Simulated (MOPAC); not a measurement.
MOPAC input (AM1):

```
AM1 1SCF CHARGE=1 GEO-OK AUX(PRECISION=9) THREADS=1
H5SSi

Si   -1.09196200 1   -0.41577800 1    0.17444600 1
S     1.02738700 1    0.42233400 1   -0.26092300 1
H    -1.02486900 1   -0.84467200 1    1.57607700 1
H    -1.88919300 1    0.78418400 1   -0.10411400 1
H    -1.14302800 1   -1.48132300 1   -0.83306800 1
H     1.74924700 1   -0.59625700 1    0.25757200 1
H     1.15710600 1    1.20160300 1    0.83605600 1
```

Output:

```
 *******************************************************************************
 **                                                                           **
 **                              MOPAC v23.2.5                                **
 **                                                                           **
 *******************************************************************************
 ** MOPAC's Digital Object Identifier: https://doi.org/10.5281/zenodo.6511958 **
 **                                                                           **
 ** Please cite the open-source release paper for use of this MOPAC version:  **
 ** J. E. Moussa and J. J. P. Stewart (2026)                                  **
 ** MOPAC: An open-source semiempirical molecular orbital program             **
 ** J. Open Source Softw., 11(119), 8025, https://doi.org/10.21105/joss.08025 **
 *******************************************************************************

                              AM1 CALCULATION RESULTS

 *******************************************************************************
 *  AM1        - The AM1 Hamiltonian to be used
 *  GEO-OK     - OVERRIDE INTERATOMIC DISTANCE AND OTHER SAFETY CHECKS
 *
 *
 *
 *                 CHARGE ON SYSTEM = +1
 *
 *
 *
 *  1SCF       - DO 1 SCF AND THEN STOP
 *  AUX        - OUTPUT AUXILIARY INFORMATION
 *******************************************************************************
AM1 1SCF CHARGE=1 GEO-OK AUX(PRECISION=9) THREADS=1
 H5SSi

   ATOM   CHEMICAL          X               Y               Z
  NUMBER   SYMBOL      (ANGSTROMS)     (ANGSTROMS)     (ANGSTROMS)

     1      Si         -1.09196200  *  -0.41577800  *   0.17444600  *
     2       S          1.02738700  *   0.42233400  *  -0.26092300  *
     3       H         -1.02486900  *  -0.84467200  *   1.57607700  *
     4       H         -1.88919300  *   0.78418400  *  -0.10411400  *
     5       H         -1.14302800  *  -1.48132300  *  -0.83306800  *
     6       H          1.74924700  *  -0.59625700  *   0.25757200  *
     7       H          1.15710600  *   1.20160300  *   0.83605600  *

          CARTESIAN COORDINATES

    NO.       ATOM           X           Y           Z

     1        Si         -1.0920     -0.4158      0.1744
     2         S          1.0274      0.4223     -0.2609
     3         H         -1.0249     -0.8447      1.5761
     4         H         -1.8892      0.7842     -0.1041
     5         H         -1.1430     -1.4813     -0.8331
     6         H          1.7492     -0.5963      0.2576
     7         H          1.1571      1.2016      0.8361

  H: (AM1): M.J.S. DEWAR ET AL, J. AM. CHEM. SOC. 107 3902-3909 (1985)
 Si: (AM1): M.J.S.DEWAR, C. JIE, ORGANOMETALLICS, 6, 1486-1490 (1987).
  S: (AM1): M.J.S. DEWAR, Y-C YUAN, INORGANIC CHEMISTRY, 29, 3881:3890,  (1990)

           Empirical Formula: H5 Si S  =     7 atoms

      MOLECULAR POINT GROUP   :   Cs

      RHF CALCULATION, NO. OF DOUBLY OCCUPIED LEVELS = 7

 -------------------------------------------------------------------------------
 AM1 1SCF CHARGE=1 GEO-OK AUX(PRECISION=9) THREADS=1
 H5SSi

     1SCF WAS SPECIFIED, SO BFGS WAS NOT USED
     SCF FIELD WAS ACHIEVED

                              AM1 CALCULATION
                                                       MOPAC v23.2.5 Linux

          FINAL HEAT OF FORMATION =        181.82080 KCAL/MOL =     760.73821 KJ/MOL

          COSMO AREA              =        106.49 SQUARE ANGSTROMS
          COSMO VOLUME            =         94.51 CUBIC ANGSTROMS

          IONIZATION POTENTIAL    =         17.281096 EV
          HOMO LUMO ENERGIES (EV) =        -17.281 -7.655
          NO. OF FILLED LEVELS    =          7
          MOLECULAR WEIGHT        =         65.1850         POINT GROUP:  Cs

          MOLECULAR DIMENSIONS (Angstroms)

            Atom       Atom       Distance
            H     7    H     5     3.90828
            H     6    H     4     3.66840
            H     3    S     2     2.58947

          SCF CALCULATIONS        =          1

   ATOM   CHEMICAL          X               Y               Z
  NUMBER   SYMBOL      (ANGSTROMS)     (ANGSTROMS)     (ANGSTROMS)

     1      Si         -1.09196200  *  -0.41577800  *   0.17444600  *
     2       S          1.02738700  *   0.42233400  *  -0.26092300  *
     3       H         -1.02486900  *  -0.84467200  *   1.57607700  *
     4       H         -1.88919300  *   0.78418400  *  -0.10411400  *
     5       H         -1.14302800  *  -1.48132300  *  -0.83306800  *
     6       H          1.74924700  *  -0.59625700  *   0.25757200  *
     7       H          1.15710600  *   1.20160300  *   0.83605600  *

                             CARTESIAN COORDINATES

   1   Si       -1.091962000    -0.415778000     0.174446000
   2    S        1.027387000     0.422334000    -0.260923000
   3    H       -1.024869000    -0.844672000     1.576077000
   4    H       -1.889193000     0.784184000    -0.104114000
   5    H       -1.143028000    -1.481323000    -0.833068000
   6    H        1.749247000    -0.596257000     0.257572000
   7    H        1.157106000     1.201603000     0.836056000

           Empirical Formula: H5 Si S  =     7 atoms

      MOLECULAR POINT GROUP   :   Cs

                  EIGENVALUES
 -26.79493 -22.10179 -21.90411 -19.63169 -17.86546 -17.73303 -17.28110  -7.65464
  -5.60745  -5.09653  -3.75339  -3.61739  -3.59121

              NET ATOMIC CHARGES AND DIPOLE CONTRIBUTIONS

  ATOM NO.   TYPE          CHARGE      No. of ELECS.   s-Pop       p-Pop
    1         Si           0.733765        3.2662     0.92760     2.33863
    2          S           0.344818        5.6552     1.87197     3.78322
    3          H          -0.106243        1.1062     1.10624
    4          H          -0.083340        1.0833     1.08334
    5          H          -0.083340        1.0833     1.08334
    6          H           0.097170        0.9028     0.90283
    7          H           0.097170        0.9028     0.90283
 DIPOLE           X         Y         Z       TOTAL
 POINT-CHG.     0.865     0.159     0.391     0.962
 HYBRID         0.579    -0.235     1.322     1.462
 SUM            1.443    -0.076     1.713     2.241

          ATOMIC ORBITAL ELECTRON POPULATIONS

     Atom    s        px        py        pz
    1 Si   0.92760   0.59539   0.86280   0.88045
    2  S   1.87197   1.38201   1.18686   1.21435
    3  H   1.10624
    4  H   1.08334
    5  H   1.08334
    6  H   0.90283
    7  H   0.90283

 **********************
 *                    *
 * JOB ENDED NORMALLY *
 *                    *
 **********************

 == MOPAC DONE ==
```

The dipole moment of an ion depends on the origin.

The geometry given is a B3LYP-D3(BJ)/def2-TZVP minimum.
